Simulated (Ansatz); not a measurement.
`[NH2][Nb]([NH2])([NH2])=[O]`. Charge 0, multiplicity 1. Correlated methods include outer-core shells of Nb, which these sets cover unevenly. Nb takes the def2 core potential.

```xyz
11

N    -0.867   -0.537   -1.591
Nb   -0.376    0.164    0.201
N     0.366   -1.293    1.329
N     0.945    1.637    0.025
O    -1.772    0.771    0.949
H    -1.785   -0.437   -1.999
H    -0.293   -1.115   -2.187
H     1.278   -1.717    1.237
H    -0.094   -1.655    2.151
H     1.785    1.625   -0.533
H     0.813    2.557    0.420
```

Give the diagnostics of a CCSD(T)/def2-TZVPP run (frozen core, the Gaussian-basis code of Ansatz). (Best estimate.)

The calculation gave: T1 = 0.0216, largest single amplitude 0.056, largest double 0.031, (T) share of the correlation energy 4.9 %, 12 CCSD cycles. The RHF solution is stable towards an unrestricted one. T1 lies over the customary mark of 0.02 for closed shells; compounds of d metals often pass it without a breakdown.
